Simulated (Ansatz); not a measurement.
Input file for Ansatz (a first-principles code): R-B3LYP/def2-TZVPPD on GaH3 (SMILES [GaH3]). Files ending in .json are basis or fitting sets from the Basis Set Exchange.

Ansatz 0.2 input:
```yaml
crystal:
  periodic: [false, false, false]
  atoms:
    - {symbol: Ga, position_ang: [-0.06008883, -0.85086794, 0.70335088]}
    - {symbol: H, position_ang: [-1.29184569, 0.02847900, 0.26727584]}
    - {symbol: H, position_ang: [-0.34587416, -2.20267583, 1.47657984]}
    - {symbol: H, position_ang: [1.33152400, -0.68724886, -0.02212534]}
basis:
  gaussian:
    orbitals: def2-TZVPPD.json
hamiltonian:
  xc: {name: B3LYP}
scf: {lower_state_search: off}
```

It printed:

```
WARN ansatz: RAYON_NUM_THREADS=1 ignored (pool sized by the plan → 1); use --threads N
Functional definition: B3LYP
these checks for a lower state are left out or cut short: stability, starts, cluster_reference, orbital_swaps, neighbouring_geometries, increment
integrals: 0.02 GiB planned
596 factors; their error is unknown
mean field: 0.27 GiB planned
mean field evaluation 1: about -52426.5222 eV, gradient 2.6e1 eV
mean field evaluation 2: about -52426.5600 eV, gradient 3.3e1 eV
mean field evaluation 4: about -52427.3901 eV, gradient 3.1e-1 eV
mean field evaluation 8: about -52427.5203 eV, gradient 2.3e-3 eV
mean field -52427.52028117 eV, -1926.6758336833 hartree, gradient 6.1e-6 eV, S^2 0.000000; 0 other end points of the search recorded, 0 dependent functions left out
reference -52427.52050632 eV, -1926.6758419576 hartree; 17, 17 occupied and 88, 88 virtual orbitals, 596 factors
Total energy: -52427.52050632 eV, -1926.6758419576 hartree
Checks for a lower state left out: stability, starts, cluster_reference, orbital_swaps, neighbouring_geometries, increment
```

The calculation finished and met its thresholds.

Cost: about 0.8 core-seconds (a rough figure).
